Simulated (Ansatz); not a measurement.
`C[SiH2][GaH][NH2]` → `[NH2][GaH2]` + `C[SiH]` at 298.15 K and 1 bar (silylene formation by 1,1-elimination).

Calculated with Ansatz (gas phase, PBE0-D4/def2-TZVP geometries, no zero-point term in ΔE). CCSD(T)/CBS adds triple-zeta CCSD(T) − MP2 to the extrapolated MP2 energy (def2 sets, frozen cores). This one scheme is used for every species. For Ga outer-core shells are correlated without core-valence functions, which leaves a few kJ/mol of doubt a bond. Scalar relativity is left out up to krypton. One conformer a species, not always the lowest.

```
            species  CCSD(T)/CBS energy (Eh)  H − E (kJ/mol)  S (J/(mol·K))
`C[SiH2][GaH][NH2]`              -2310.61749           250.7          379.0
      `[NH2][GaH2]`              -1981.05479           115.2          263.8
           `C[SiH]`               -329.46712           122.3          261.2
```

H − E and S are ideal-gas, rigid-rotor, harmonic terms from PBE0-D4/def2-TZVP, for one conformer and one mirror image of each species. 1 Eh = 2625.50 kJ/mol, R = 8.31446 J/(mol·K).

Problem. By hand: ΔE, ΔH, ΔS and ΔG.

Solution. ΔE = (-1981.05479) + (-329.46712) − (-2310.61749) = 0.09558 Eh = 250.9 kJ/mol. Δ(H − E) = 115.2 + 122.3 − 250.7 = -13.2, so ΔH = 237.7 kJ/mol. ΔS = 263.8 + 261.2 − 379.0 = 146.0 J/(mol·K). ΔG = 237.7 − 298.15 × (146.0)/1000 = 194.2 kJ/mol.

Problem. By hand: the equilibrium constant, and the temperature at which ΔG would vanish if ΔH and ΔS stayed fixed.

Solution. log₁₀ K = −ΔG/(RT ln 10) = -34.0. ΔG = 0 at ΔH/ΔS = 1628 K.

The number of gas molecules changes by +1, which sets the sign of ΔS. A doubt of 5 kJ/mol in ΔE shifts log₁₀ K by 0.9 here. Other conformers and mirror images would add mixing entropy, several J/(mol·K) or more a flexible species. Modes under 60 cm⁻¹, often nearly free rotors, make the harmonic entropy too high. These are equilibria of isolated gas molecules and say nothing of rates. Largest T1 diagnostic: 0.014 (customary marks: 0.02 for closed shells, 0.045 for open ones).
